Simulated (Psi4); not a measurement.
F$_{2}$Si, charge +1, doublet, geometry from GFN2-xTB (a state made from the parent by changing its charge; the spin is typed, not shown lowest); CAM-B3LYP/6-31G (Psi4).

The Psi4 input:
```
memory 2 GB

molecule {
1 2
  F    -1.31551725   -0.40462820    0.01044998
  Si   -0.01740213    0.44992730    0.03735713
  F     1.34258723   -0.29525872   -0.06856107
symmetry c1
no_reorient
no_com
}

set basis 6-31g
set reference uks

energy('cam-b3lyp')
print_variables()
```

Output, abridged:

```
   => Loading Basis Set <=

    Name: 6-31G
    Role: ORBITAL
    Keyword: BASIS

         ---------------------------------------------------------
                                   SCF
               by Justin Turney, Rob Parrish, Andy Simmonett
                          and Daniel G. A. Smith
                              UKS Reference
         ---------------------------------------------------------

  ==> Geometry <==

    Molecular point group: c1
    Full point group: C1

    Geometry (in Angstrom), charge = 1, multiplicity = 2:

       Center              X                  Y                   Z               Mass
    ------------   -----------------  -----------------  -----------------  -----------------
         F           -1.315517250000    -0.404628200000     0.010449980000    18.998403162730
         SI          -0.017402130000     0.449927300000     0.037357130000    27.976926534650
         F            1.342587230000    -0.295258720000    -0.068561070000    18.998403162730

  Running in c1 symmetry.

  Rotational constants: A =      1.62043  B =      0.25052  C =      0.21698 [cm^-1]
  Rotational constants: A =  48579.39015  B =   7510.49347  C =   6504.83062 [MHz]
  Nuclear repulsion =  101.896435199883925

  Charge       = 1
  Multiplicity = 2
  Electrons    = 31
  Nalpha       = 16
  Nbeta        = 15

  ==> Algorithm <==

  SCF Algorithm Type is DF.
  DIIS enabled.
  MOM disabled.
  Fractional occupation disabled.
  Guess Type is SAD.
  Energy threshold   = 1.00e-06
  Density threshold  = 1.00e-06
  Integral threshold = 1.00e-12

  ==> Primary Basis <==

  Basis Set: 6-31G
    Blend: 6-31G
    Number of shells: 17
    Number of basis functions: 31
    Number of Cartesian functions: 31
    Spherical Harmonics?: false
    Max angular momentum: 1

  ==> DFT Potential <==

   => LibXC <=

    Version 7.1.2
    S. Lehtola, C. Steigemann, M. J. T. Oliveira, and M. A. L. Marques,  SoftwareX 7, 1–5 (2018) (10.1016/j.softx.2017.11.002)

   => Composite Functional: CAM-B3LYP <=

    CAM-B3LYP Hyb-GGA Exchange-Correlation Functional

    T. Yanai, D. P. Tew, and N. C. Handy,  Chem. Phys. Lett. 393, 51 (2004) (10.1016/j.cplett.2004.06.011)

    Deriv               =              1
    GGA                 =           TRUE
    Meta                =          FALSE

    Exchange Hybrid     =           TRUE
    MP2 Hybrid          =          FALSE

   => Exchange Functionals <=

    0.3500         Becke 88 [omega = 0.3300]
    0.4600   Short-range recipe for B88 functional - erf [omega = 0.3300]

   => Exact (HF) Exchange <=

    0.4600            HF,LR [omega = 0.3300]
    0.1900               HF

   => Correlation Functionals <=

    0.1900   Vosko, Wilk & Nusair (VWN5)
    0.8100   Lee, Yang & Parr

   => LibXC Density Thresholds  <==

    XC_HYB_GGA_XC_CAM_B3LYP:  1.00E-14

   => Molecular Quadrature <=

    Radial Scheme          =       TREUTLER
    Pruning Scheme         =           NONE
    Nuclear Scheme         =       TREUTLER

    Blocking Scheme        =         OCTREE
    BS radius alpha        =              1
    Pruning alpha          =              1
    Radial Points          =             75
    Spherical Points       =            302
    Total Points           =          65340
    Total Blocks           =            558
    Max Points             =            256
    Max Functions          =             30
    Weights Tolerance      =       1.00E-15

   => Loading Basis Set <=

    Name: (6-31G AUX)
    Role: JKFIT
    Keyword: DF_BASIS_SCF

  ==> Integral Setup <==

  SCF_SUBTYPE=INCORE selected. In-core MEM_DF algorithm will be used.
  Using in-core AOs.

  ==> MemDFJK: Density-Fitted J/K Matrices <==

    J tasked:                   Yes
    K tasked:                   Yes
    wK tasked:                  Yes
    Omega:                3.300E-01
    Algorithm:                 Core
    Schwarz Cutoff:           1E-12
    Mask sparsity (%):       1.8730
    Fitting Condition:        1E-10

[...]
  Reciprocal condition number of the overlap matrix is 2.9397151173E-02.
    Using symmetric orthogonalization.

  ==> Pre-Iterations <==

  SCF Guess: Superposition of Atomic Densities via on-the-fly atomic UHF (no occupation information).

   -------------------------
    Irrep   Nso     Nmo
   -------------------------
     A         31      31
   -------------------------
    Total      31      31
   -------------------------

  ==> Iterations <==

                           Total Energy        Delta E     RMS |[F,P]|

   @DF-UKS iter SAD:  -488.61517001614760   -4.88615e+02   0.00000e+00
   @DF-UKS iter   1:  -488.58236181251544    3.28082e-02   1.51535e-02 DIIS/ADIIS
   @DF-UKS iter   2:  -488.47917591103925    1.03186e-01   2.52557e-02 DIIS/ADIIS
   @DF-UKS iter   3:  -488.68599845012244   -2.06823e-01   1.10980e-03 DIIS/ADIIS
   @DF-UKS iter   4:  -488.68655219704118   -5.53747e-04   1.07299e-04 DIIS/ADIIS
   @DF-UKS iter   5:  -488.68656740405424   -1.52070e-05   2.73036e-05 DIIS
   @DF-UKS iter   6:  -488.68656880934424   -1.40529e-06   7.25736e-06 DIIS
   @DF-UKS iter   7:  -488.68656889255817   -8.32139e-08   1.27336e-06 DIIS
   @DF-UKS iter   8:  -488.68656889682819   -4.27002e-09   2.22221e-07 DIIS
  Energy and wave function converged.

  ==> Post-Iterations <==

   Electrons on quadrature grid:
      Nalpha   =   16.0000268546 ; deviation = 2.685e-05
      Nbeta    =   15.0000252353 ; deviation = 2.524e-05
      Ntotal   =   31.0000520899 ; deviation = 5.209e-05

   @Spin Contamination Metric:   2.774331710E-03
   @S^2 Expected:                7.500000000E-01
   @S^2 Observed:                7.527743317E-01
   @S   Expected:                5.000000000E-01
   @S   Observed:                5.000000000E-01

    Orbital Energies [Eh]
    ---------------------

    Alpha Occupied:

[...]
      16A     -0.689455

    Alpha Virtual:

[...]
    Beta Occupied:

[...]
    Beta Virtual:

[...]
      31A      1.587503

    Final Occupation by Irrep:
              A
    DOCC [    15 ]
    SOCC [     1 ]
    NA   [    16 ]
    NB   [    15 ]

  @DF-UKS Final Energy:  -488.68656889682819

   => Energetics <=

    Nuclear Repulsion Energy =            101.8964351998839248
    One-Electron Energy =                -871.3387615225744867
    Two-Electron Energy =                 312.1384652675910729
    DFT Exchange-Correlation Energy =     -31.3827078417287240
    Empirical Dispersion Energy =           0.0000000000000000
    VV10 Nonlocal Energy =                  0.0000000000000000
    Total Energy =                       -488.6865688968281916

  UHF NO Occupations:
  HONO-2 :   14  A 1.9996635
  HONO-1 :   15  A 1.9992702
  HONO-0 :   16  A 1.0000000
  LUNO+0 :   17  A 0.0007298
  LUNO+1 :   18  A 0.0003365
  LUNO+2 :   19  A 0.0003089
  LUNO+3 :   20  A 0.0000036

Computation Completed

Properties will be evaluated at   0.000000,   0.000000,   0.000000 [a0]

Properties computed using the SCF density matrix

 Multipole Moments:

 ------------------------------------------------------------------------------------
     Multipole            Electronic (a.u.)      Nuclear  (a.u.)        Total (a.u.)
 ------------------------------------------------------------------------------------

 L = 1.  Multiply by 2.5417464519 to convert [e a0] to [Debye]
 Dipole X            :         -0.0521830           -0.0000000           -0.0521830
 Dipole Y            :          1.3491941           -0.0000002            1.3491939
 Dipole Z            :          0.1120225            0.0000000            0.1120225
 Magnitude           :                                                    1.3548418

 ------------------------------------------------------------------------------------

  Variable Map:
  ----------------------------------------------------------------------------
[...]
  Array Variable Map:
  ----------------------------------------------------------------------------
[...]
[...]
```
